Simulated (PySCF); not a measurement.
Molfile (atoms numbered from 1):
```
C5H9NO
     RDKit          3D

 16 15  0  0  0  0  0  0  0  0999 V2000
   -2.5949   -0.1490    0.4270 C   0  0  0  0  0  0  0  0  0  0  0  0
   -1.4889    0.7106   -0.1805 C   0  0  0  0  0  0  0  0  0  0  0  0
   -0.2598   -0.0725   -0.4931 C   0  0  0  0  0  0  0  0  0  0  0  0
    0.9602    0.1448    0.0086 C   0  0  0  0  0  0  0  0  0  0  0  0
    2.1002   -0.7298   -0.3868 C   0  0  0  0  0  0  0  0  0  0  0  0
    3.2843   -0.4170    0.2082 N   0  0  0  0  0  0  0  0  0  0  0  0
    1.9918   -1.6499   -1.1753 O   0  0  0  0  0  0  0  0  0  0  0  0
   -2.2716   -0.5930    1.3808 H   0  0  0  0  0  0  0  0  0  0  0  0
   -3.4995    0.4475    0.6182 H   0  0  0  0  0  0  0  0  0  0  0  0
   -2.8731   -0.9751   -0.2459 H   0  0  0  0  0  0  0  0  0  0  0  0
   -1.2417    1.5478    0.4925 H   0  0  0  0  0  0  0  0  0  0  0  0
   -1.8625    1.1624   -1.1175 H   0  0  0  0  0  0  0  0  0  0  0  0
   -0.3528   -0.9179   -1.1880 H   0  0  0  0  0  0  0  0  0  0  0  0
    1.1374    0.9655    0.7136 H   0  0  0  0  0  0  0  0  0  0  0  0
    3.3767    0.3411    0.8669 H   0  0  0  0  0  0  0  0  0  0  0  0
    4.0947   -0.9774   -0.0174 H   0  0  0  0  0  0  0  0  0  0  0  0
  1  2  1  0
  2  3  1  0
  3  4  2  0
  4  5  1  0
  5  6  1  0
  5  7  2  0
  1  8  1  0
  1  9  1  0
  1 10  1  0
  2 11  1  0
  2 12  1  0
  3 13  1  0
  4 14  1  0
  6 15  1  0
  6 16  1  0
M  END
```

PySCF calculation with couplings computed with B3LYP/pcJ-1 (spin–dipole term only in couplings to heteroatoms), shielding tensors at B3LYP/pcSseg-1 (GIAO) and geometry: PBE0-D3(BJ)/def2-SVP; gas phase, equivalent nuclei averaged, a single conformation, relativity neglected.

Question: Predict the 2D correlation tables (HSQC, COSY, HMBC).

Answer: 

HSQC (one-bond C–H):
```tsv
δH	δC	$^{1}J$(C,H) (Hz)
7.17 (H13)	159.9 (C3)	164
5.38 (H14)	126.8 (C4)	159
2.12 (H11/H12)	31.6 (C2)	132
1.09 (H8/H9/H10)	16.3 (C1)	134
```

COSY cross peaks (|J| ≥ 2 Hz):
```tsv
δH	δH	abs. J (Hz)	bonds
7.17 (H13)	5.38 (H14)	15.4	3
7.17 (H13)	2.12 (H11/H12)	9.2	3
4.35 (H15)	4.14 (H16)	7.6	2
2.12 (H11/H12)	1.09 (H8/H9/H10)	8.5	3
```

HMBC (two and three bonds, |J| ≥ 2.5 Hz):
```tsv
δH	δC [abs. J in Hz]
7.17 (H13)	164.7 (C5) [6.8], 31.6 (C2) [5.3], 16.3 (C1) [3.2]
5.38 (H14)	164.7 (C5) [6.6], 31.6 (C2) [6.5]
4.35 (H15)	164.7 (C5) [5.8]
4.14 (H16)	126.8 (C4) [8.9]
2.12 (H11/H12)	159.9 (C3) [6.2], 126.8 (C4) [6.5], 16.3 (C1) [5.0]
1.09 (H8/H9/H10)	159.9 (C3) [5.9], 31.6 (C2) [3.4]
```

Referencing at the same level of theory: TMS for $^{1}$H and $^{13}$C.

Short H···H contacts in this conformer between protons four or more bonds apart (candidates for NOE cross peaks, intensity ∝ r⁻⁶): H11···H14 2.46 Å, H10···H13 2.69 Å.

The OH or NH signal is concentration- and solvent-dependent in practice; the value given is the gas-phase one. Rotation about the amide-type C–N bond is slow at room temperature, so the two groups on nitrogen are listed apart. Unscaled 3J(H,H) at this level run about 10 % above measured values. Shifts are as computed. Against solution values, carbons near 30 ppm lie about +2 ppm off and those near 130 ppm about +6 ppm. Of 1211 compounds with measured shifts, 218 miss one by over three times the rms of a fit or turn the order of signals round; such compounds aren't used in these exercises. The C=O carbon of an acid or of an amide with N–H lies up to 10 ppm further downfield in solution, through hydrogen bonding that the calculation lacks. Couplings across =CH–CH2 type bonds come from one rotamer and its mirror image, and can be 1–2 Hz further off.
